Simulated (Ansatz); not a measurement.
**Ligand exchange: how K changes with temperature for GeH2(CH3)Br + Cd(CH3)Br ⇌ GeH2(CH3)2 + CdBr2**

Species: GeH2(CH3)Br, singlet; Cd(CH3)Br, singlet; GeH2(CH3)2, singlet; CdBr2 `[Br][Cd][Br]`, singlet. The partners trade Br for CH3: Ge–Br and Cd–CH3 bonds give way to Ge–CH3 and Cd–Br.

The electronic reaction energy at CCSD(T)/def2-TZVPP is -43.0 kJ/mol. Shapes: PBE0-D4/def2-TZVP. Programs: Ansatz 0.2.0. Enthalpy and entropy come from rigid-rotor, harmonic-oscillator sums on unscaled PBE0-D4/def2-TZVP wavenumbers, ideal gases at 1 bar. Symmetry numbers: GeH2(CH3)Br 1, Cd(CH3)Br 3, GeH2(CH3)2 2, CdBr2 2. R = 8.3145 J/(mol K).

```
T (K)  ΔH (kJ/mol)  ΔS (J/(mol K))
  800        -39.4           -10.9
 1100            ?               ?
 1400        -37.2            -8.8
```

Question: Work out ln K at 800 and 1400 K, and from these estimate it at 1100 K.

Answer: 
1. 800 K: ΔG = -39.4 − 800 × (-10.9)/1000 = -30.7 kJ/mol; ln K = −ΔG/RT = +4.62.
2. 1400 K: ΔG = -37.2 − 1400 × (-8.8)/1000 = -24.9 kJ/mol; ln K = −ΔG/RT = +2.14.
3. Slope against 1000/T: (+2.14 − (+4.62))/(0.7143 − 1.2500) = +4.63, that is −ΔH/R with ΔH near -38 kJ/mol.
4. 1100 K: ln K = +4.62 + (+4.63) × (0.9091 − 1.2500) = +3.04.

The full sums give ΔH = -38.3 kJ/mol, ΔS = -9.8 J/(mol K), ΔG = -27.5 kJ/mol and ln K = +3.01 at 1100 K, so the line is off by +0.03 in ln K; without rounding the miss is +0.02, from the change of ΔH with temperature. The products are favoured over this whole range. An error of 10 kJ/mol in the energy moves ln K by 1.1 at 1100 K. Soft modes are treated as harmonic, which can err either way at these temperatures; the lowest are those of GeH2(CH3)Br (134 cm⁻¹), Cd(CH3)Br (97 cm⁻¹), GeH2(CH3)2 (126 cm⁻¹), CdBr2 (64 cm⁻¹). For atoms past krypton def2 sets carry core potentials with scalar relativity. Relativity is left out for Br, Ge. Outer-core shells of Br, Cd, Ge are correlated, in sets that cover them unevenly.
